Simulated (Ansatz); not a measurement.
Total energies of H₂Au₃⁺ from Ansatz at PBE-D4/def2-TZVP, gas phase (1 Eh = 27.2114 eV = 2625.5 kJ/mol). The reference geometry is relaxed at PBE-D4/def2-TZVP.

```xyz
5

Au   -0.022   -0.066    0.087
Au    1.190    1.433    1.906
Au   -1.356   -1.924   -1.250
H     0.134    1.638    0.658
H     0.053   -1.081   -1.401
```

| state | geometry | energy (Eh) |
| --- | --- | --- |
| charge 1 singlet | reference | -408.30244 |
| charge 0 doublet | reference | -408.54809 |
| charge 1 triplet | relaxed at PBE-D4/def2-TZVP | -408.24042 |
| charge 1 quintet | relaxed at PBE-D4/def2-TZVP | -408.10447 |

In the def2 sets Au takes a core potential; there is no spin–orbit coupling.

Problem. Work out the vertical electron affinity, to the doublet.

Solution. E(charge 1 singlet) − E(charge 0 doublet) = -408.30244 − (-408.54809) = 0.24565 Eh = 6.68 eV.

Problem. Which of the charge 1 states is lowest, and how far above it are the others?

Solution. The singlet. triplet: -408.24042 − (-408.30244) = 0.06202 Eh = 162.8 kJ/mol; quintet: -408.10447 − (-408.30244) = 0.19797 Eh = 519.8 kJ/mol. The triplet differs in its bonds from the reference. The quintet differs in its bonds from the reference.

The structure comes from a short search, and lower isomers may exist.
